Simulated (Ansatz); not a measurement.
System: C₇H₁₃, charge 0, multiplicity 2. It need not be the lowest isomer of its formula. 
Structure (B3LYP-D3(BJ)/def2-TZVP (Ansatz, a first-principles code) minimum search):
SMILES: C=C[CH]CCCC
```xyz
20

C      3.5671     0.1716    -0.2503
C      2.3182    -0.6744    -0.0207
C      1.0464     0.1611     0.0998
C     -0.2133    -0.6892     0.3266
C     -1.4501     0.1249     0.4885
C     -2.5388     0.0776    -0.3609
C     -3.6841     0.8359    -0.2362
H      3.4815     0.7571    -1.1689
H      3.7239     0.8722     0.5734
H      4.4610    -0.4494    -0.3336
H      2.2027    -1.3885    -0.8426
H      2.4420    -1.2737     0.8873
H      0.9129     0.7620    -0.8051
H      1.1542     0.8723     0.9257
H     -0.0530    -1.3012     1.2242
H     -0.3355    -1.3873    -0.5067
H     -1.4799     0.8174     1.3261
H     -2.4840    -0.6182    -1.1955
H     -3.7993     1.5458     0.5734
H     -4.4992     0.7456    -0.9397
```
Charge 0, spin multiplicity 2.

Total electronic energies in hartree. Valence correlation only, unless marked. Open shells are spin-unrestricted. Spin-orbit coupling is left out. No relativistic terms. CBS(X,Y): correlation extrapolated as X^-3; Hartree-Fock from the larger set. [CCSD(T)-MP2]/basis is that difference in the basis named.

The UHF reference is spin-contaminated (<S^2> 0.20 over the pure value in the largest basis). 

```tsv
level	program	energy (Eh)
revPBE-D3(BJ)/def2-TZVPD	Ansatz + dftd3	-274.56747
BHLYP-D4/def2-TZVPD	Ansatz + dftd4	-274.45471
HSE06-D4/def2-TZVPD	Ansatz + dftd4	-274.26494
MP2/STO-3G	Ansatz	-269.70890
SCS-MP2/STO-3G	Ansatz	-269.73950
SCS-MP2/6-31G	Ansatz	-273.10657
SCS-MP2/cc-pVDZ	Ansatz	-273.57118
CCSD/cc-pVTZ	Ansatz	-273.94348
RI-MP2/CBS(cc-pVTZ,cc-pVQZ)+[CCSD(T)-MP2]/cc-pVTZ	Ansatz	-274.1366
```

Totals of different functionals don't rank their quality; only differences between species are comparable.
